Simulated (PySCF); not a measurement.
C$_{6}$H$_{9}$BO

Geometry:
```json
{"atom": "B1", "x (Å)": "0.872", "y (Å)": "-0.879", "z (Å)": "-1.038"}
{"atom": "C2", "x (Å)": "1.759", "y (Å)": "-0.023", "z (Å)": "-0.060"}
{"atom": "C3", "x (Å)": "1.130", "y (Å)": "0.751", "z (Å)": "0.821"}
{"atom": "C4", "x (Å)": "-0.371", "y (Å)": "0.751", "z (Å)": "0.775"}
{"atom": "C5", "x (Å)": "-0.791", "y (Å)": "1.044", "z (Å)": "-0.673"}
{"atom": "O6", "x (Å)": "-0.507", "y (Å)": "-0.146", "z (Å)": "-1.384"}
{"atom": "C7", "x (Å)": "-0.521", "y (Å)": "-1.263", "z (Å)": "-0.444"}
{"atom": "C8", "x (Å)": "-0.890", "y (Å)": "-0.689", "z (Å)": "0.907"}
{"atom": "H9", "x (Å)": "1.295", "y (Å)": "-1.433", "z (Å)": "-1.983"}
{"atom": "H10", "x (Å)": "2.840", "y (Å)": "-0.050", "z (Å)": "-0.073"}
{"atom": "H11", "x (Å)": "1.623", "y (Å)": "1.390", "z (Å)": "1.541"}
{"atom": "H12", "x (Å)": "-0.819", "y (Å)": "1.440", "z (Å)": "1.490"}
{"atom": "H13", "x (Å)": "-1.867", "y (Å)": "1.240", "z (Å)": "-0.746"}
{"atom": "H14", "x (Å)": "-0.235", "y (Å)": "1.869", "z (Å)": "-1.126"}
{"atom": "H15", "x (Å)": "-1.153", "y (Å)": "-2.066", "z (Å)": "-0.811"}
{"atom": "H16", "x (Å)": "-0.402", "y (Å)": "-1.231", "z (Å)": "1.716"}
{"atom": "H17", "x (Å)": "-1.970", "y (Å)": "-0.692", "z (Å)": "1.077"}
```

Method: TDDFT B3LYP/def2-SVPD circular dichroism and optical rotation, one conformer, gas phase (PySCF). Geometry: GFN2-xTB.

The bonding changed while the geometry was optimised; results refer to the coordinates, not to the name. States above about 6.7 eV (minus the energy of the highest occupied orbital) lie near or above the ionisation threshold and depend on the basis.

Stereocentres: C4 S, C7 S.

Give the optical rotatory dispersion at 633, 589.3, 546, 436, 405, 365, 355 nm.

[α] in deg dm⁻¹ (g/mL)⁻¹:
```
λ (nm)  origin-invariant length gauge  modified velocity gauge  length gauge (centre of mass)  isotropic polarisability (au)
   633                          +40.8                    +27.9                          +39.4                           80.4
 589.3                          +48.5                    +33.6                          +46.9                           80.7
   546                          +58.7                    +41.2                          +56.7                           81.1
   436                         +107.9                    +79.9                         +104.2                           82.7
   405                         +134.4                   +101.8                         +129.8                           83.5
   365                         +187.8                   +147.4                         +181.3                           84.8
   355                         +206.6                   +163.9                         +199.5                           85.2
```

And for the mirror image at 589.3 nm?

-48.5 deg dm⁻¹ (g/mL)⁻¹ (origin-invariant length gauge): the same size and the opposite sign.

What is the molar rotation [Φ] = [α]·M/100 of the geometry above at 589.3 nm?

With M = 107.95 g/mol, +52.4 deg cm² dmol⁻¹ (origin-invariant length gauge).

The first excitation lies at 6.02 eV (206 nm) with R = +2.1 × 10⁻⁴⁰ esu² cm² (velocity form).
